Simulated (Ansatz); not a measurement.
Molecule: CH₆BN₂O (charge 0, doublet). It need not be the lowest isomer of its formula. 
Coordinates optimised at B3LYP-D3(BJ)/def2-TZVP (Ansatz, a first-principles code):
SMILES: COB([NH])N
```xyz
11

C      1.8697    -0.3567    -0.0926
O      0.5269    -0.6532    -0.4438
B     -0.5216     0.0996     0.0330
N     -0.3073     1.1660     1.0088
N     -1.8248    -0.2401    -0.3807
H      2.1889     0.6015    -0.5137
H      2.4987    -1.1436    -0.5063
H      2.0025    -0.3267     0.9915
H      0.0537     2.0394     0.6224
H     -1.9957    -0.9922    -1.0254
H     -2.6486     0.2081    -0.0240
```
Charge 0, spin multiplicity 2.

Total electronic energies in hartree. Cores are frozen in the correlated levels unless marked. UHF or UKS for open shells. Spin-orbit coupling is left out. Non-relativistic unless marked X2C. CBS(X,Y): correlation extrapolated as X^-3; Hartree-Fock from the larger set.

| level | program | energy (Eh) |
|---|---|---|
| HF/cc-pVQZ | Ansatz | -249.99499 |
| BLYP-D4/def2-TZVPD | Ansatz + dftd4 | -251.37514 |
| BHLYP-D3(BJ)/def2-TZVPD | Ansatz + dftd3 | -251.31833 |
| LC-wPBE-D3(BJ)/def2-TZVPD | Ansatz + dftd3 | -251.28844 |
| B2GP-PLYP/def2-TZVPD | Ansatz | -251.19155 |
| CCSD/cc-pVDZ | Ansatz | -250.65094 |
| CCSD(T)/6-31G | Ansatz | -250.26705 |
| X2C-CCSD(T)/cc-pVTZ-DK | Ansatz | -251.06852 |
| CCSD(T)/CBS(cc-pVTZ,cc-pVQZ) | Ansatz | -251.0581 |

Totals of different functionals don't rank their quality; only differences between species are comparable.
